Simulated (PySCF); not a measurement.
C2H3O2, SMILES O=C(C)[O] (connectivity only; charge and spin as stated), charge -1, multiplicity 1. Atoms are numbered in the order given.

```xyz
7

C     -1.3290    -0.2733    -0.0168
C      0.2051     0.0362    -0.0012
O      0.9806    -0.9632    -0.0490
O      0.5040     1.2647     0.0668
H     -1.7745     0.0338     0.9527
H     -1.5295    -1.3503    -0.1824
H     -1.8288     0.3275    -0.8044
```
Charge -1, spin multiplicity 1.

Geometry: PBE-D3(BJ)/def2-SVPD. The spin state was assumed, not searched. The isomer is the one that the SMILES or the coordinates give; other isomers of the formula were not compared.

Two levels are set side by side: PBE/pcSseg-2 (PySCF) and B3LYP/pcSseg-2 (PySCF). GIAO shifts against H2O (¹⁷O), TMS (¹H), TMS (¹³C) at the same level; non-relativistic, no solvent, atoms listed together averaged. Differences are taken from unrounded values.

| quantity | PBE |
|---|---|
| δ(¹³C) of C1 (ppm) | 29.0 |
| δ(¹³C) of C2 (ppm) | 178.6 |

Q: These are the PBE values. What does B3LYP give? (Estimate from the structure and the level; the computed values follow.)

A: 
| quantity | B3LYP | PBE minus B3LYP |
|---|---|---|
| δ(¹³C) of C1 (ppm) | 30.8 | -1.9 |
| δ(¹³C) of C2 (ppm) | 184.8 | -6.2 |

Rough cost on one machine, each run with all the roots and properties that it gave: B3LYP against PBE within a factor of 2.
